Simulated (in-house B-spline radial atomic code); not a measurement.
# How G0W0 and RPA depend on the start: Ni¹³⁺

Configuration [Ne] 3s2 3p3, highest spin. Computed with a B-spline radial code for spherical atoms: all electrons, non-relativistic, point nucleus, each spin shell either full or empty, empty states to l = 9 with an (l + 1/2)⁻⁴ tail; G0W0 by contour deformation at full frequency.

```
          start  mean-field 3p up (eV)  G0W0 (eV)  QP weight  RPA correlation (Eh)
   Hartree-Fock                -425.96          ?          ?                     ?
            PBE                -408.97    -426.10      0.963               -1.0557
          HSE06                -413.04          ?          ?                     ?
B3LYP (VWN-RPA)                -412.56    -426.23      0.969               -1.0289
           SCAN                -410.71    -426.24      0.966               -1.0393
```

Question: What G0W0 level, weight and RPA correlation energy follow from the HSE06 start?

Answer: G0W0 level -426.26 eV, weight 0.970, RPA correlation -1.0246 hartree.

Question: What G0W0 level, weight and RPA correlation energy follow from the Hartree-Fock start?

Answer: G0W0 level -426.59 eV, weight 0.981, RPA correlation -0.94558 hartree.

Question: How much of the dependence on the start does G0W0 remove?

Answer: The mean-field levels span 17 eV and the G0W0 levels 0.498 eV. Against 429.3 ± 0.8 eV (NIST, semi-empirical) the G0W0 removal energies are off by -3.20 to -2.71 eV, with relativity, Breit and QED terms left out.
